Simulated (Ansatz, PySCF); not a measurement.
Ti(OH)4 (H4O4Ti), SMILES [OH][Ti]([OH])([OH])[OH], multiplicity 1.

Geometry: PBE-D3(BJ)/def2-SVP. The spin state was assumed, not searched. The isomer is the one that the SMILES or the coordinates give; other isomers of the formula were not compared. One conformer was computed; it need not be the lowest.

Vertical ionisation energy (IE) and electron affinity (EA) in eV. Rows of orbital energies are one-electron estimates. Where ΔSCF, EOM or ADC give a negative EA the extra electron is unbound and the value depends on the basis.

```
level                                                                        IE     EA
------------------------------------------------------------------------  -----  -----
−ε(HOMO), −ε(LUMO), PBE0/def2-TZVP (PySCF)                                 9.03   1.27
−ε(HOMO), −ε(LUMO), PBE/def2-TZVP (PySCF)                                  7.33   2.24
ΔSCF, CAM-B3LYP/def2-SVPD (Ansatz), final states of multiplicity 2 and 2    ___    ___
ΔSCF, PBE/def2-SVPD (Ansatz), final states of multiplicity 2 and 2        10.52  -0.27
```

Q: Some entries are withheld; supply them. (Estimate from the structure and the level; the computed values follow.)

A: 
- ΔSCF, CAM-B3LYP/def2-SVPD (Ansatz, an electronic-structure program), final states of multiplicity 2 and 2, IE: 11.54
- ΔSCF, CAM-B3LYP/def2-SVPD (Ansatz), final states of multiplicity 2 and 2, EA: -0.17

Q: What vertical singlet–triplet gap does ΔSCF give with CAM-B3LYP/def2-SVPD (Ansatz) and with PBE/def2-SVPD (Ansatz)? (The exact figures need the calculation; the answer reports its results.)

A: 5.60 and 5.30 eV (triplet above singlet where positive).
